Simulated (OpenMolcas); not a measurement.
# O2+: the spin-orbit constant, Slater's ratio, worked from levels

```
Program             : OpenMolcas 26.06
Basis               : ANO-RCC-VQZP [5s4p3d2f1g]
Scalar Hamiltonian  : DKH2, point nucleus
Active space        : 4 electrons in 9 orbitals (RAS2 2s 2p; RAS3 3d, at most 2 electrons)
State averaging     : 2S+1 = 3 even, 6 roots; 2S+1 = 1 even, 11 roots; 2S+1 = 5 odd, 1 root; 2S+1 = 3 odd, 9 roots; 2S+1 = 1 odd, 8 roots
Spin-orbit coupling : RASSI with atomic mean-field integrals over the reference wave functions, term energies averaged over their components
```

Methods: RASSCF; MS-RASPT2, IPEA 0.25 Eh, imaginary shift 0.1 Eh (closed shells correlated: 1s).

**The spin-orbit constant.** For the Hund term 3P of p2, E(J) = (A/2) J(J+1) + constant and ζ = 2S·A = 2A. From J = 0 to J = 2 the energy changes by 3 A.

```json
{"Source": "RASSCF", "E(2) - E(0)": "303.5", "A": "101.2", "ζ": "202"}
{"Source": "MS-RASPT2", "E(2) - E(0)": "304.3", "A": "101.4", "ζ": "203"}
```

All in cm-1. Both methods take the spin-orbit matrix elements from the reference wave functions, so the second can move ζ only through the term energies and any multistate remixing. Second-order mixing with other terms is absorbed into this ζ.

**Slater's ratio.** With one set of orbitals, p2 has 1D - 3P = 6 F2 and 1S - 1D = 9 F2 (F2 = F²/25), a ratio of 3/2. Term energies are centres of gravity, weighted by 2J + 1.

```tsv
Source	1D - 3P	1S - 3P	F2 from the first	Ratio
RASSCF	22149	46468	3692	1.098
MS-RASPT2	20498	43528	3416	1.124
```

Energies in cm-1. A ratio away from 3/2 shows effects beyond one configuration with one set of orbitals, and in heavier atoms second-order spin-orbit shifts.

Term energies are means over components that CASPT2 splits; among the terms shown or strongly mixed into the levels shown the widest spread is 15 cm-1 (2s2 2p2 1D, MS-RASPT2). Active for correlation alone: 3d; no level in the range computed is led by a configuration that fills it, so any true level of that kind is missing. Levels of configurations outside the active space are missing.
